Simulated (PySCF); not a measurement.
# C₆ coefficients of unlike pairs at PBE

Calculated with PySCF 2.14 from the dipole response of each species, C₆(A,B) = (3/π) ∫ α_A(iu) α_B(iu) du, in atomic units, from isotropic polarisabilities. For ions this is the dispersion term alone; charge-induced terms of lower order in 1/R come first.

```tsv
species	configuration	basis	relativity	α (bohr³)	C₆ (like pair)
Sc⁺	[Ar] 3d1 4s1 (3D)	aug-cc-pVDZ (7s6p4d2f)	none	59.32	395.1
C²⁺	[He] 2s2 (1S)	aug-cc-pVDZ (4s3p2d)	none	4.269	6.547
In³⁺	[Kr] 4d10 (1S)	aug-cc-pwCVTZ-PP with ECP28MDF (8s7p6d4f1g)	core potential	3.494	15.16
Te²⁺	[Kr] 4d10 5s2 5p2 (3P)	aug-cc-pV5Z-PP with ECP28MDF (8s8p6d4f3g2h)	core potential	14.88	97.96
```

Task: Estimate C₆ for In³⁺ with C²⁺.

Result: The integral gives 8.350. The combination rule 2 C_A C_B / (C_A α_B/α_A + C_B α_A/α_B) gives 8.313 and the geometric mean 9.963.

No spin-orbit coupling is included.

The other pairs:

| pair | C₆ |
| --- | --- |
| Te²⁺, In³⁺ | 34.77 |
| In³⁺, Sc⁺ | 48.79 |
| C²⁺, Sc⁺ | 45.11 |
| Te²⁺, C²⁺ | 25.10 |
| Te²⁺, Sc⁺ | 166.5 |
